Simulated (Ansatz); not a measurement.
Born–Oppenheimer molecular dynamics of C$_{3}$H$_{9}$BO (14 atoms, charge 0, multiplicity 1). It starts at the highest image of a converged band. Of that band: Neighbouring images differ by up to 1.8 eV, so the band resolves the path poorly. A vibrational analysis at the climbing image gives one clearly imaginary mode, 590i cm⁻¹: a first-order saddle point.

Computed with RKS r2SCANh-D4/6-31G (Ansatz).

```yaml
ensemble: NVE (velocity Verlet)
time_step: 0.5 fs
steps_asked: 143
starting_velocities_drawn_for: 300 K
seed: 5505
```

Frames 0.5 fs apart, positions in Å, forces in eV/Å.

Velocities at 35.0 fs (Å/ps):

```
C -0.42 -3.73 -4.28
C -4.57 -3.79 6.51
C -11.06 -0.05 7.01
B 13.81 8.21 -1.57
O -0.79 -1.37 -3.29
H -1.53 8.77 0.44
H 14.21 9.76 -3.31
H 1.44 -5.10 -13.16
H 17.02 12.11 2.40
H 0.69 -7.77 -6.23
H 3.69 -18.17 -5.27
H 12.88 17.12 -12.57
H 13.65 -4.15 9.30
H -6.34 11.37 -12.58
```

```xyz
14
Properties=species:S:1:pos:R:3:forces:R:3 time_fs=35.0 energy_less_start_eV=-0.008 T=306
C -1.147 1.093 0.892 0.29 0.14 0.99
C -0.753 0.023 -0.069 -0.52 0.57 0.66
C -0.206 -1.130 0.352 1.28 -1.54 -0.40
B 1.325 0.017 -0.589 0.74 0.32 1.07
O 1.312 -0.588 -1.879 0.48 0.17 0.18
H -2.164 0.893 1.276 0.30 0.07 -0.04
H -1.151 2.066 0.428 -0.06 0.49 -0.29
H -0.442 1.161 1.760 -0.60 -0.24 -0.58
H 1.194 1.216 -0.405 -0.28 -0.31 -0.70
H -1.072 0.155 -1.090 -0.08 -0.20 -0.33
H 0.191 -1.342 1.337 -0.56 0.38 0.35
H -0.010 -1.957 -0.332 -0.37 0.20 0.02
H 2.082 -0.329 0.348 -0.47 -0.28 -0.82
H 1.832 -1.412 -1.929 -0.16 0.23 -0.12
14
Properties=species:S:1:pos:R:3:forces:R:3 time_fs=35.5 energy_less_start_eV=0.001 T=300
C -1.147 1.091 0.890 0.22 0.44 0.90
C -0.755 0.021 -0.066 -0.61 0.64 0.37
C -0.211 -1.130 0.356 1.39 -1.69 -0.51
B 1.332 0.021 -0.590 0.78 0.27 1.03
O 1.312 -0.589 -1.881 0.31 0.51 0.31
H -2.164 0.898 1.276 0.30 0.08 -0.04
H -1.144 2.071 0.426 -0.08 0.27 -0.21
H -0.442 1.158 1.753 -0.54 -0.24 -0.46
H 1.202 1.222 -0.405 -0.29 -0.36 -0.71
H -1.071 0.151 -1.093 -0.02 -0.22 -0.14
H 0.192 -1.351 1.335 -0.56 0.40 0.41
H -0.004 -1.948 -0.338 -0.41 0.20 0.07
H 2.089 -0.332 0.352 -0.51 -0.25 -0.89
H 1.829 -1.406 -1.936 0.02 -0.05 -0.13
14
Properties=species:S:1:pos:R:3:forces:R:3 time_fs=36.0 energy_less_start_eV=0.010 T=294
C -1.147 1.090 0.888 0.14 0.75 0.76
C -0.758 0.020 -0.063 -0.70 0.67 0.08
C -0.217 -1.130 0.359 1.48 -1.79 -0.59
B 1.339 0.025 -0.590 0.80 0.21 0.96
O 1.312 -0.590 -1.882 0.13 0.87 0.44
H -2.164 0.903 1.276 0.27 0.08 -0.05
H -1.137 2.077 0.424 -0.10 0.03 -0.12
H -0.443 1.155 1.744 -0.44 -0.23 -0.31
H 1.210 1.227 -0.406 -0.29 -0.38 -0.72
H -1.071 0.146 -1.097 0.04 -0.23 0.05
H 0.192 -1.358 1.334 -0.57 0.41 0.45
H 0.001 -1.939 -0.344 -0.44 0.18 0.11
H 2.094 -0.335 0.354 -0.53 -0.24 -0.93
H 1.825 -1.400 -1.942 0.20 -0.34 -0.14
14
Properties=species:S:1:pos:R:3:forces:R:3 time_fs=36.5 energy_less_start_eV=0.018 T=289
C -1.147 1.088 0.886 0.05 1.05 0.57
C -0.760 0.018 -0.059 -0.76 0.67 -0.19
C -0.221 -1.131 0.362 1.54 -1.82 -0.65
B 1.347 0.030 -0.591 0.80 0.13 0.84
O 1.311 -0.590 -1.884 -0.02 1.18 0.57
H -2.163 0.907 1.276 0.23 0.08 -0.05
H -1.131 2.083 0.421 -0.13 -0.21 -0.04
H -0.445 1.151 1.735 -0.30 -0.21 -0.11
H 1.216 1.230 -0.409 -0.30 -0.39 -0.71
H -1.071 0.141 -1.101 0.09 -0.23 0.24
H 0.191 -1.365 1.334 -0.56 0.42 0.48
H 0.005 -1.929 -0.350 -0.46 0.14 0.13
H 2.097 -0.338 0.353 -0.53 -0.22 -0.94
H 1.823 -1.395 -1.950 0.36 -0.59 -0.14
14
Properties=species:S:1:pos:R:3:forces:R:3 time_fs=37.0 energy_less_start_eV=0.023 T=286
C -1.147 1.087 0.885 -0.06 1.32 0.36
C -0.763 0.017 -0.056 -0.81 0.63 -0.43
C -0.226 -1.133 0.365 1.57 -1.80 -0.69
B 1.354 0.034 -0.591 0.78 0.04 0.69
O 1.311 -0.590 -1.885 -0.13 1.42 0.68
H -2.162 0.912 1.276 0.16 0.07 -0.04
H -1.125 2.089 0.418 -0.15 -0.42 0.04
H -0.448 1.146 1.726 -0.15 -0.18 0.11
H 1.222 1.234 -0.414 -0.30 -0.37 -0.69
H -1.071 0.135 -1.104 0.13 -0.22 0.39
H 0.188 -1.371 1.335 -0.56 0.41 0.49
H 0.008 -1.919 -0.356 -0.46 0.07 0.14
H 2.100 -0.342 0.350 -0.51 -0.21 -0.91
H 1.821 -1.391 -1.957 0.47 -0.76 -0.14
14
Properties=species:S:1:pos:R:3:forces:R:3 time_fs=37.5 energy_less_start_eV=0.023 T=286
C -1.147 1.085 0.883 -0.16 1.55 0.14
C -0.766 0.015 -0.053 -0.82 0.56 -0.63
C -0.230 -1.134 0.368 1.57 -1.73 -0.70
B 1.362 0.038 -0.591 0.74 -0.08 0.51
O 1.311 -0.591 -1.887 -0.17 1.54 0.77
H -2.160 0.918 1.275 0.09 0.07 -0.02
H -1.119 2.094 0.415 -0.16 -0.59 0.11
H -0.452 1.141 1.717 0.03 -0.16 0.33
H 1.228 1.236 -0.420 -0.31 -0.33 -0.66
H -1.070 0.129 -1.106 0.16 -0.21 0.51
H 0.184 -1.375 1.337 -0.55 0.40 0.49
H 0.010 -1.909 -0.361 -0.46 -0.01 0.14
H 2.101 -0.347 0.345 -0.46 -0.21 -0.85
H 1.820 -1.389 -1.965 0.51 -0.82 -0.13
14
Properties=species:S:1:pos:R:3:forces:R:3 time_fs=38.0 energy_less_start_eV=0.017 T=290
C -1.147 1.085 0.882 -0.26 1.73 -0.05
C -0.769 0.014 -0.049 -0.81 0.45 -0.76
C -0.234 -1.136 0.371 1.54 -1.60 -0.69
B 1.370 0.043 -0.590 0.68 -0.20 0.30
O 1.310 -0.590 -1.888 -0.14 1.54 0.83
H -2.158 0.923 1.275 0.00 0.06 -0.01
H -1.113 2.097 0.413 -0.18 -0.70 0.15
H -0.455 1.136 1.708 0.19 -0.13 0.55
H 1.232 1.237 -0.428 -0.31 -0.28 -0.62
H -1.069 0.122 -1.107 0.17 -0.18 0.58
H 0.178 -1.379 1.340 -0.55 0.39 0.47
H 0.011 -1.899 -0.366 -0.44 -0.11 0.13
H 2.101 -0.352 0.338 -0.39 -0.21 -0.76
H 1.820 -1.390 -1.973 0.48 -0.76 -0.10
14
Properties=species:S:1:pos:R:3:forces:R:3 time_fs=38.5 energy_less_start_eV=0.006 T=297
C -1.148 1.084 0.880 -0.33 1.84 -0.20
C -0.772 0.013 -0.046 -0.77 0.31 -0.84
C -0.238 -1.138 0.374 1.48 -1.42 -0.66
B 1.378 0.047 -0.590 0.60 -0.33 0.06
O 1.310 -0.590 -1.889 -0.03 1.42 0.86
H -2.155 0.929 1.275 -0.08 0.05 0.01
H -1.108 2.099 0.410 -0.19 -0.77 0.18
H -0.458 1.131 1.701 0.33 -0.10 0.74
H 1.236 1.238 -0.438 -0.31 -0.21 -0.58
H -1.067 0.115 -1.107 0.17 -0.15 0.60
H 0.171 -1.382 1.345 -0.53 0.37 0.43
H 0.010 -1.889 -0.370 -0.40 -0.22 0.10
H 2.101 -0.357 0.329 -0.30 -0.21 -0.64
H 1.822 -1.392 -1.981 0.37 -0.59 -0.06
14
Properties=species:S:1:pos:R:3:forces:R:3 time_fs=39.0 energy_less_start_eV=-0.009 T=307
C -1.148 1.084 0.879 -0.37 1.89 -0.28
C -0.776 0.012 -0.043 -0.70 0.14 -0.86
C -0.241 -1.141 0.376 1.39 -1.22 -0.62
B 1.386 0.051 -0.590 0.50 -0.45 -0.20
O 1.310 -0.589 -1.890 0.12 1.22 0.86
H -2.154 0.934 1.274 -0.16 0.05 0.03
H -1.103 2.098 0.409 -0.19 -0.77 0.18
H -0.460 1.125 1.696 0.44 -0.07 0.87
H 1.239 1.238 -0.449 -0.31 -0.12 -0.53
H -1.065 0.107 -1.105 0.15 -0.11 0.58
H 0.163 -1.384 1.350 -0.52 0.34 0.38
H 0.009 -1.880 -0.375 -0.36 -0.34 0.08
H 2.099 -0.364 0.318 -0.19 -0.23 -0.49
H 1.824 -1.395 -1.989 0.21 -0.34 0.00
14
Properties=species:S:1:pos:R:3:forces:R:3 time_fs=39.5 energy_less_start_eV=-0.027 T=318
C -1.148 1.084 0.877 -0.37 1.88 -0.27
C -0.779 0.011 -0.041 -0.62 -0.06 -0.82
C -0.244 -1.144 0.379 1.29 -0.98 -0.56
B 1.394 0.055 -0.589 0.39 -0.57 -0.48
O 1.309 -0.589 -1.891 0.29 0.98 0.85
H -2.152 0.940 1.274 -0.23 0.04 0.04
H -1.099 2.096 0.407 -0.19 -0.72 0.16
H -0.461 1.119 1.693 0.48 -0.04 0.93
H 1.242 1.238 -0.461 -0.31 -0.04 -0.48
H -1.063 0.100 -1.102 0.12 -0.06 0.50
H 0.154 -1.385 1.357 -0.50 0.31 0.32
H 0.007 -1.871 -0.379 -0.32 -0.45 0.06
H 2.097 -0.370 0.307 -0.06 -0.24 -0.32
H 1.827 -1.399 -1.998 0.03 -0.05 0.07
14
Properties=species:S:1:pos:R:3:forces:R:3 time_fs=40.0 energy_less_start_eV=-0.043 T=328
C -1.149 1.085 0.875 -0.33 1.80 -0.17
C -0.783 0.010 -0.038 -0.51 -0.26 -0.73
C -0.247 -1.147 0.381 1.16 -0.74 -0.50
B 1.403 0.059 -0.589 0.26 -0.68 -0.77
O 1.309 -0.588 -1.891 0.47 0.73 0.82
H -2.151 0.946 1.274 -0.28 0.03 0.06
H -1.095 2.092 0.406 -0.18 -0.60 0.12
H -0.461 1.113 1.692 0.46 -0.01 0.91
H 1.243 1.237 -0.474 -0.30 0.05 -0.42
H -1.060 0.092 -1.097 0.07 -0.01 0.37
H 0.143 -1.385 1.364 -0.48 0.28 0.26
H 0.004 -1.863 -0.383 -0.27 -0.56 0.04
H 2.095 -0.378 0.294 0.07 -0.27 -0.13
H 1.830 -1.403 -2.006 -0.15 0.24 0.14
14
Properties=species:S:1:pos:R:3:forces:R:3 time_fs=40.5 energy_less_start_eV=-0.056 T=337
C -1.149 1.086 0.874 -0.25 1.66 0.03
C -0.786 0.009 -0.036 -0.39 -0.47 -0.59
C -0.249 -1.150 0.383 1.03 -0.50 -0.45
B 1.411 0.063 -0.589 0.12 -0.77 -1.05
O 1.309 -0.587 -1.892 0.62 0.52 0.78
H -2.151 0.952 1.274 -0.31 0.03 0.06
H -1.092 2.087 0.406 -0.16 -0.44 0.06
H -0.460 1.107 1.693 0.38 0.01 0.82
H 1.244 1.237 -0.488 -0.29 0.12 -0.35
H -1.057 0.084 -1.092 0.02 0.04 0.21
H 0.132 -1.385 1.372 -0.45 0.24 0.18
H 0.000 -1.857 -0.387 -0.22 -0.64 0.04
H 2.093 -0.385 0.281 0.21 -0.30 0.07
H 1.833 -1.407 -2.014 -0.31 0.49 0.21
```

Of the whole run (72 fs, mean temperature of the second half 393 K): The conserved energy stayed within 0.15 meV per atom of its start (net change 0.1 meV per atom), so the integration is sound. The system heated up, since it started high on the potential surface and ran downhill. A run of 0.071 ps of so small a system gives no equilibrium averages. The orbitals stay closed-shell, which can raise the energy where a bond breaks towards radicals; this wasn't checked here. Limits of this set-up: no polarisation functions.

The run took 10 min on 1 thread of Intel(R) Xeon(R) Platinum 8488C (Sapphire Rapids) (shared host), peak memory 0.18 GiB.
